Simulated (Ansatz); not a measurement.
## A barrier at the coupled-cluster level

Start structure (TiSiH$_{8}$O$_{4}$, singlet), relaxed at PBE0-D4/def2-TZVP:

```
14
angstrom
Si -0.6609 -1.9784 -1.6296
H -0.7695 -0.5033 -1.7546
H -0.3344 -1.2027 1.9171
O -0.4806 -0.6058 1.1823
Ti 0.2790 1.0072 0.8604
O 1.7094 0.8054 -0.2141
O -0.9350 2.0742 0.0760
O 0.8323 1.7316 2.4070
H 0.6335 -2.3553 -1.0134
H -0.7227 -2.5638 -2.9978
H -1.7948 -2.5126 -0.8373
H 2.6161 1.0874 -0.0886
H -0.9279 2.4966 -0.7837
H 0.5555 2.5193 2.8762
```

The step: TiH₄O₄ ([OH][Ti]([OH])([OH])[OH]) + SiH₄ → TiSiH₈O₄ ([OH][TiH]([OH])([OH])[OH][SiH3]); bonds formed: Si1–O4, H2–Ti5; bonds broken: Si1–H2; bonds weakened to dative contacts: O4–Ti5. Program: Ansatz 0.2.0. Basis: def2-TZVPP and def2-QZVPP. Cores are frozen in the correlated methods. Extrapolation: Hartree–Fock as exp(−7.88 √X), correlation as X^−2.97. Energies below are by CCSD(T) at an estimated basis limit (MP2 extrapolated from triple and quadruple zeta, plus CCSD(T) − MP2 in triple zeta).

What are the electronic barrier and the energy of the step, from the start structure to the end structure? (Judge from chemistry; the value comes from the calculation.)

Computed: Barrier 66.0 kJ/mol; step energy 23.7 kJ/mol (uphill); reverse barrier, their difference, 42.2 kJ/mol. Barrier and step energy count from the start structure, the reverse barrier from the end structure.

The saddle point: One imaginary mode of 278i cm⁻¹.
```json
{"pair": "Si1–O4", "start (Å)": "3.13", "saddle (Å)": "1.86", "end (Å)": "1.68"}
{"pair": "H2–Ti5", "start (Å)": "3.20", "saddle (Å)": "2.02", "end (Å)": "1.71"}
{"pair": "Si1–H2", "start (Å)": "1.48", "saddle (Å)": "1.63", "end (Å)": "2.68"}
{"pair": "O4–Ti5", "start (Å)": "1.81", "saddle (Å)": "1.97", "end (Å)": "2.28"}
```

Zero-point energy (harmonic, PBE0-D4): ZPE is 219.3 kJ/mol at the start and 225.9 kJ/mol at the saddle, so the barrier goes from 66.0 to 72.6 kJ/mol.

No T1 diagnostic of these runs exceeds 0.023.

Labels in which every atom is bracketed show which atoms are joined, not bond orders.

For scale, one of the runs: CCSD(T)/def2-TZVPP, 342 basis functions, launched by `ansatz run in.yaml --threads 4 --pin off --events-out ev --progress --plain --max-ram 46080MiB --backend cuda --devices 0, --max-vram 37GiB`. Time: 18 s of wall clock on 4 CPU threads of an AMD EPYC 7R13 and a share of one NVIDIA H100; the host was shared. Peak host memory: 0.86 GiB.
